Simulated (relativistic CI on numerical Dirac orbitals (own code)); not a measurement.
One change at a time: Al4+

Base calculation: Dirac-Coulomb-Breit CI, KLI orbitals optimised for each configuration, QED by a radiative potential, valence Slater integrals scaled by 0.85, P86 correlation energy added to each configuration.

CI space (outside the closed core 1s2): 2s2.2p5, 2s.2p6, 2s2.2p4.3s, 2s2.2p4.3p, 2s2.2p4.3d, 2s2.2p4.4s, 2p6.3s, 2s2.2p4.4p, 2s.2p5.3s, 2s2.2p4.4d, 2s2.2p4.4f, 2p6.3p, 2s2.2p4.5s, 2s2.2p4.5p, 2s2.2p4.5d, 2s.2p5.3p, 2s2.2p4.5f, 2s2.2p4.5g, 2p6.3d, 2s2.2p3.3s2, 2s2.2p3.3s.3p, 2s.2p5.3d, 2s2.2p3.3p2, 2s2.2p3.3s.3d, 2s.2p5.4s, 2s2.2p3.3p.3d, 2s.2p5.4p, 2s.2p5.4d, 2s.2p4.3s2, 2s.2p5.4f, 2s2.2p3.3d2, 2s.2p5.5s, 2s.2p5.5p. Levels of other configurations are missing.

The lowest level and the first level of each name with at least 55 % of one term (blank where a level has no safe partner in the second run):

```csv
Level,Base (cm⁻¹),Shift (cm⁻¹)
2s2.2p5 2P°_3/2,0,0
2s2.2p5 2P°_1/2,3412,0
2s.2p6 2S_1/2,376646,-1586
2s2.2p4.3s 4P_5/2,754437,-7273
2s2.2p4.3s 4P_3/2,756564,-7273
2s2.2p4.3s 4P_1/2,757807,-7273
2s2.2p4.3s 2P_3/2,765460,-7273
2s2.2p4.3s 2P_1/2,767967,-7273
2s2.2p4.3s 2D_5/2,795083,-7271
2s2.2p4.3s 2D_3/2,795113,-7271
2s2.2p4.3p 4P°_5/2,821661,-7665
2s2.2p4.3p 4P°_3/2,822410,-7665
2s2.2p4.3p 4P°_1/2,823260,-7665
2s2.2p4.3p 4D°_7/2,828837,-7657
```

At this charge configurations can still be misplaced by up to about 7 % of their energy. 27 of the 30 excited levels that our extract of the measured tables holds in this range could be paired (the sources list more); they are missed by 2858 cm⁻¹ on average and 17830 at most, and levels without a partner can miss by more.

Question: One thing was changed in a second run, which moved the levels as shown. Which?
A. configuration mixing switched off
B. QED terms removed
C. no correlation estimate
D. non-relativistic limit
E. self-excluded LDA correlation estimate
F. Breit term removed

Answer: C. No correlation estimate. A correlation estimate moves all levels of a configuration together before mixing; mixed levels move by a weighted share.

LS names give the leading component of a level, which can be under half, so a name can repeat, a term be missing and a line seem to break the LS rules.
